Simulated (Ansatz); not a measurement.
Ansatz (a program for electronic structure) input (B3LYP-D3(BJ)/def2-TZVP):

Ansatz 0.2 input:
```yaml
crystal:
  periodic: [false, false, false]
  atoms:
    - {symbol: C, position_ang: [-0.00000000, -0.00000000, -0.51434260]}
    - {symbol: O, position_ang: [0.00000000, 0.00000000, 0.58709749]}
    - {symbol: H, position_ang: [-0.00000000, -0.00000000, -1.61072432]}
basis:
  gaussian:
    orbitals: def2-TZVP
hamiltonian:
  xc: b3lyp
  dispersion: d3bj
total_charge: 1
phonons: {temperatures: {t_min: 298.15, t_max: 298.15, t_step: 100}}
```

Output:

```
Functional definition: B3LYP
integrals: 0.01 GiB planned
375 factors; their error is unknown
mean field: 0.11 GiB planned
mean field evaluation 1: about -3079.7767 eV, gradient 8.6e1 eV
mean field evaluation 2: about -3033.4209 eV, gradient 1.7e2 eV
mean field evaluation 4: about -3091.0566 eV, gradient 5.5e0 eV
mean field evaluation 8: about -3091.1127 eV, gradient 2.3e-2 eV
mean field evaluation 16: about -3091.1154 eV, gradient 5.4e-5 eV
mean field -3091.11537362 eV, -113.5963947471 hartree, gradient 5.4e-5 eV, S^2 0.000000; 0 other end points of the search recorded, 0 dependent functions left out
the calculation of the forces begins
reference -3091.11550750 eV, -113.5963996673 hartree; 7, 7 occupied and 61, 61 virtual orbitals, 375 factors
these checks for a lower state are left out or cut short: stability, starts, cluster_reference, orbital_swaps, neighbouring_geometries, increment
integrals: 0.01 GiB planned
375 factors; their error is unknown
mean field: 0.11 GiB planned
mean field -3091.11534868 eV, -113.5963938307 hartree, gradient 7.8e-7 eV, S^2 0.000000; 0 other end points of the search recorded, 0 dependent functions left out
the calculation of the forces begins
reference -3091.11548256 eV, -113.5963987509 hartree; 7, 7 occupied and 61, 61 virtual orbitals, 375 factors
these checks for a lower state are left out or cut short: stability, starts, cluster_reference, orbital_swaps, neighbouring_geometries, increment
integrals: 0.01 GiB planned
375 factors; their error is unknown
mean field: 0.11 GiB planned
mean field evaluation 32: about -3091.1153 eV, gradient 7.8e-7 eV
mean field -3091.11534868 eV, -113.5963938307 hartree, gradient 7.8e-7 eV, S^2 0.000000; 0 other end points of the search recorded, 0 dependent functions left out
the calculation of the forces begins
reference -3091.11548256 eV, -113.5963987509 hartree; 7, 7 occupied and 61, 61 virtual orbitals, 375 factors
these checks for a lower state are left out or cut short: stability, starts, cluster_reference, orbital_swaps, neighbouring_geometries, increment
integrals: 0.01 GiB planned
375 factors; their error is unknown
mean field: 0.11 GiB planned
mean field -3091.11534868 eV, -113.5963938307 hartree, gradient 7.8e-7 eV, S^2 0.000000; 0 other end points of the search recorded, 0 dependent functions left out
the calculation of the forces begins
reference -3091.11548256 eV, -113.5963987509 hartree; 7, 7 occupied and 61, 61 virtual orbitals, 375 factors
these checks for a lower state are left out or cut short: stability, starts, cluster_reference, orbital_swaps, neighbouring_geometries, increment
integrals: 0.01 GiB planned
375 factors; their error is unknown
mean field: 0.11 GiB planned
mean field -3091.11534868 eV, -113.5963938307 hartree, gradient 7.8e-7 eV, S^2 0.000000; 0 other end points of the search recorded, 0 dependent functions left out
the calculation of the forces begins
reference -3091.11548256 eV, -113.5963987509 hartree; 7, 7 occupied and 61, 61 virtual orbitals, 375 factors
these checks for a lower state are left out or cut short: stability, starts, cluster_reference, orbital_swaps, neighbouring_geometries, increment
integrals: 0.01 GiB planned
375 factors; their error is unknown
mean field: 0.11 GiB planned
mean field -3091.11480386 eV, -113.5963738089 hartree, gradient 7.8e-7 eV, S^2 0.000000; 0 other end points of the search recorded, 0 dependent functions left out
the calculation of the forces begins
reference -3091.11493773 eV, -113.5963787286 hartree; 7, 7 occupied and 61, 61 virtual orbitals, 375 factors
these checks for a lower state are left out or cut short: stability, starts, cluster_reference, orbital_swaps, neighbouring_geometries, increment
integrals: 0.01 GiB planned
375 factors; their error is unknown
mean field: 0.11 GiB planned
mean field evaluation 64: about -3091.1148 eV, gradient 7.7e-7 eV
mean field -3091.11481203 eV, -113.5963741093 hartree, gradient 7.7e-7 eV, S^2 0.000000; 0 other end points of the search recorded, 0 dependent functions left out
the calculation of the forces begins
reference -3091.11494593 eV, -113.5963790300 hartree; 7, 7 occupied and 61, 61 virtual orbitals, 375 factors
these checks for a lower state are left out or cut short: stability, starts, cluster_reference, orbital_swaps, neighbouring_geometries, increment
integrals: 0.01 GiB planned
375 factors; their error is unknown
mean field: 0.11 GiB planned
mean field -3091.11536741 eV, -113.5963945192 hartree, gradient 7.8e-7 eV, S^2 0.000000; 0 other end points of the search recorded, 0 dependent functions left out
the calculation of the forces begins
reference -3091.11550130 eV, -113.5963994393 hartree; 7, 7 occupied and 61, 61 virtual orbitals, 375 factors
these checks for a lower state are left out or cut short: stability, starts, cluster_reference, orbital_swaps, neighbouring_geometries, increment
integrals: 0.01 GiB planned
375 factors; their error is unknown
mean field: 0.11 GiB planned
mean field -3091.11536741 eV, -113.5963945192 hartree, gradient 7.8e-7 eV, S^2 0.000000; 0 other end points of the search recorded, 0 dependent functions left out
the calculation of the forces begins
reference -3091.11550130 eV, -113.5963994393 hartree; 7, 7 occupied and 61, 61 virtual orbitals, 375 factors
these checks for a lower state are left out or cut short: stability, starts, cluster_reference, orbital_swaps, neighbouring_geometries, increment
integrals: 0.01 GiB planned
375 factors; their error is unknown
mean field: 0.11 GiB planned
mean field -3091.11536741 eV, -113.5963945192 hartree, gradient 7.8e-7 eV, S^2 0.000000; 0 other end points of the search recorded, 0 dependent functions left out
the calculation of the forces begins
reference -3091.11550130 eV, -113.5963994393 hartree; 7, 7 occupied and 61, 61 virtual orbitals, 375 factors
these checks for a lower state are left out or cut short: stability, starts, cluster_reference, orbital_swaps, neighbouring_geometries, increment
integrals: 0.01 GiB planned
375 factors; their error is unknown
mean field: 0.11 GiB planned
mean field evaluation 96: about -3091.1154 eV, gradient 7.8e-7 eV
mean field -3091.11536741 eV, -113.5963945192 hartree, gradient 7.8e-7 eV, S^2 0.000000; 0 other end points of the search recorded, 0 dependent functions left out
the calculation of the forces begins
reference -3091.11550130 eV, -113.5963994393 hartree; 7, 7 occupied and 61, 61 virtual orbitals, 375 factors
these checks for a lower state are left out or cut short: stability, starts, cluster_reference, orbital_swaps, neighbouring_geometries, increment
integrals: 0.01 GiB planned
375 factors; their error is unknown
mean field: 0.11 GiB planned
mean field -3091.11492563 eV, -113.5963782840 hartree, gradient 7.8e-7 eV, S^2 0.000000; 0 other end points of the search recorded, 0 dependent functions left out
the calculation of the forces begins
reference -3091.11505958 eV, -113.5963832064 hartree; 7, 7 occupied and 61, 61 virtual orbitals, 375 factors
these checks for a lower state are left out or cut short: stability, starts, cluster_reference, orbital_swaps, neighbouring_geometries, increment
integrals: 0.01 GiB planned
375 factors; their error is unknown
mean field: 0.11 GiB planned
mean field -3091.11491302 eV, -113.5963778205 hartree, gradient 7.8e-7 eV, S^2 0.000000; 0 other end points of the search recorded, 0 dependent functions left out
the calculation of the forces begins
reference -3091.11504684 eV, -113.5963827384 hartree; 7, 7 occupied and 61, 61 virtual orbitals, 375 factors
these checks for a lower state are left out or cut short: stability, starts, cluster_reference, orbital_swaps, neighbouring_geometries, increment
integrals: 0.01 GiB planned
375 factors; their error is unknown
mean field: 0.11 GiB planned
mean field -3091.11536735 eV, -113.5963945170 hartree, gradient 7.8e-7 eV, S^2 0.000000; 0 other end points of the search recorded, 0 dependent functions left out
the calculation of the forces begins
reference -3091.11550124 eV, -113.5963994372 hartree; 7, 7 occupied and 61, 61 virtual orbitals, 375 factors
these checks for a lower state are left out or cut short: stability, starts, cluster_reference, orbital_swaps, neighbouring_geometries, increment
integrals: 0.01 GiB planned
375 factors; their error is unknown
mean field: 0.11 GiB planned
mean field evaluation 128: about -3091.1154 eV, gradient 7.8e-7 eV
mean field -3091.11536735 eV, -113.5963945170 hartree, gradient 7.8e-7 eV, S^2 0.000000; 0 other end points of the search recorded, 0 dependent functions left out
the calculation of the forces begins
reference -3091.11550124 eV, -113.5963994372 hartree; 7, 7 occupied and 61, 61 virtual orbitals, 375 factors
these checks for a lower state are left out or cut short: stability, starts, cluster_reference, orbital_swaps, neighbouring_geometries, increment
integrals: 0.01 GiB planned
375 factors; their error is unknown
mean field: 0.11 GiB planned
mean field -3091.11536735 eV, -113.5963945170 hartree, gradient 7.8e-7 eV, S^2 0.000000; 0 other end points of the search recorded, 0 dependent functions left out
the calculation of the forces begins
reference -3091.11550124 eV, -113.5963994372 hartree; 7, 7 occupied and 61, 61 virtual orbitals, 375 factors
these checks for a lower state are left out or cut short: stability, starts, cluster_reference, orbital_swaps, neighbouring_geometries, increment
integrals: 0.01 GiB planned
375 factors; their error is unknown
mean field: 0.11 GiB planned
mean field -3091.11536735 eV, -113.5963945170 hartree, gradient 7.8e-7 eV, S^2 0.000000; 0 other end points of the search recorded, 0 dependent functions left out
the calculation of the forces begins
reference -3091.11550124 eV, -113.5963994372 hartree; 7, 7 occupied and 61, 61 virtual orbitals, 375 factors
these checks for a lower state are left out or cut short: stability, starts, cluster_reference, orbital_swaps, neighbouring_geometries, increment
integrals: 0.01 GiB planned
375 factors; their error is unknown
mean field: 0.11 GiB planned
mean field -3091.11526869 eV, -113.5963908910 hartree, gradient 7.7e-7 eV, S^2 0.000000; 0 other end points of the search recorded, 0 dependent functions left out
the calculation of the forces begins
reference -3091.11540252 eV, -113.5963958095 hartree; 7, 7 occupied and 61, 61 virtual orbitals, 375 factors
these checks for a lower state are left out or cut short: stability, starts, cluster_reference, orbital_swaps, neighbouring_geometries, increment
integrals: 0.01 GiB planned
375 factors; their error is unknown
mean field: 0.11 GiB planned
mean field evaluation 160: about -3091.1153 eV, gradient 7.8e-7 eV
mean field -3091.11527310 eV, -113.5963910533 hartree, gradient 7.8e-7 eV, S^2 0.000000; 0 other end points of the search recorded, 0 dependent functions left out
the calculation of the forces begins
reference -3091.11540703 eV, -113.5963959751 hartree; 7, 7 occupied and 61, 61 virtual orbitals, 375 factors
Total energy: -3091.14797239 eV, -113.5975927299 hartree
Atom 0 at    -0.000000    -0.000000    -0.514343 Å, force     0.000000    -0.000000    -0.000456 eV/Å
Atom 1 at     0.000000     0.000000     0.587097 Å, force    -0.000000     0.000000     0.000002 eV/Å
Atom 2 at    -0.000000    -0.000000    -1.610724 Å, force    -0.000000     0.000000     0.000454 eV/Å
Dipole moment:     0.000000    -0.000000    -0.775074 e Å
Vibrations: 868.97 868.97 2266.80 3209.32 cm⁻¹, zero-point energy 0.447215 eV
```

It need not be the lowest isomer of its formula.
